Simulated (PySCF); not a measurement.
Input for PySCF: D3(BJ) and D4 dispersion corrections on C2H2F2 (SMILES F/C=C\F).

```python
from pyscf import gto
from pyscf.dispersion import dftd3, dftd4

mol = gto.M(
    atom='''
    F     1.41276504    1.01228084   -0.03736076
    C     0.65789037   -0.09416133   -0.00668368
    C    -0.66233633   -0.05391218    0.00955224
    F    -1.34894965    1.09646930   -0.00372460
    H     1.21683073   -1.01833933    0.00378721
    H    -1.27610017   -0.94233730    0.03452958
    ''',
    basis='def2-svp',
    charge=0, spin=0, verbose=0, max_memory=1800)
d3, d4 = {}, {}
for xc in ['hf', 'pbe', 'blyp', 'revpbe', 'tpss', 'r2scan', 'b3lyp', 'pbe0', 'bhlyp', 'camb3lyp', 'b2plyp']:
    d3[xc] = float(dftd3.DFTD3Dispersion(mol, xc=xc, version='d3bj', atm=False).get_dispersion()['energy'])
    print(f'D3(BJ) {xc:10s} {d3[xc]:14.8f} Eh')
for xc in ['hf', 'pbe', 'blyp', 'revpbe', 'tpss', 'r2scan', 'b3lyp', 'pbe0', 'bhlyp', 'camb3lyp', 'b2plyp']:
    d4[xc] = float(dftd4.DFTD4Dispersion(mol, xc={'camb3lyp': 'cam-b3lyp'}.get(xc, xc), atm=True).get_dispersion()['energy'])
    print(f'D4     {xc:10s} {d4[xc]:14.8f} Eh')
```

The log:

```
D3(BJ) hf            -0.02558238 Eh
D3(BJ) pbe           -0.00262474 Eh
D3(BJ) blyp          -0.00552911 Eh
D3(BJ) revpbe        -0.00715370 Eh
D3(BJ) tpss          -0.00321293 Eh
D3(BJ) r2scan        -0.00066081 Eh
D3(BJ) b3lyp         -0.00446601 Eh
D3(BJ) pbe0          -0.00215526 Eh
D3(BJ) bhlyp         -0.00336954 Eh
D3(BJ) camb3lyp      -0.00180873 Eh
D3(BJ) b2plyp        -0.00195868 Eh
D4     hf            -0.01069081 Eh
D4     pbe           -0.00252237 Eh
D4     blyp          -0.00587391 Eh
D4     revpbe        -0.00972426 Eh
D4     tpss          -0.00343351 Eh
D4     r2scan        -0.00059919 Eh
D4     b3lyp         -0.00405228 Eh
D4     pbe0          -0.00206572 Eh
D4     bhlyp         -0.00267366 Eh
D4     camb3lyp      -0.00202884 Eh
D4     b2plyp        -0.00174165 Eh
```

The run finished.

Cost: roughly 0.04 core-seconds.
